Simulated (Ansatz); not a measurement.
W2O6⁺. The state is a doublet with charge 1. Geometry PBE-D4/def2-SVP, basis def2-TZVP, Ansatz.

```tsv
atom	x (Å)	y (Å)	z (Å)
W1	-1.6184	0.8993	-0.8778
W2	0.5168	-0.4351	0.5373
O3	0.2129	1.0772	-0.7985
O4	-1.4981	-0.2805	0.5590
O5	1.6101	-0.4642	2.0768
O6	1.8527	0.7331	1.2861
O7	-2.1326	0.1547	-2.3093
O8	1.0566	-1.6846	-0.4736
```

```tsv
run	HOMO (eV)	LUMO (eV)
A	-11.88	-10.33
B	-11.39	-10.34
C	-12.70	-9.95
D	-11.49	-10.72
E	-12.98	-9.70
```

In the def2 sets W takes a core potential; there is no spin–orbit coupling. B3LYP takes the VWN-RPA correlation. The structure holds 1 bond(s) between oxygen atoms. No other spin state of charge 1 was run. Another isomer (doublet) lies 1.72 eV lower at PBE0-D4/def2-TZVP; other spin states weren't run for this one.

HOMO and LUMO are taken over both spins.

Task: The runs used B3LYP, LDA (SPW92), PBE, PBE0, r2SCAN. Estimate which is which.

Result: A r2SCAN (0 % exact exchange); B PBE (0 % exact exchange); C B3LYP (20 % exact exchange); D LDA (SPW92) (0 % exact exchange); E PBE0 (25 % exact exchange). Exact exchange lowers occupied and raises empty levels; among semilocal functionals meta-GGAs tend to open the gap a little, and such runs are hard to tell apart. The gap grows from 0.77 eV (LDA (SPW92)) to 3.27 eV (PBE0).
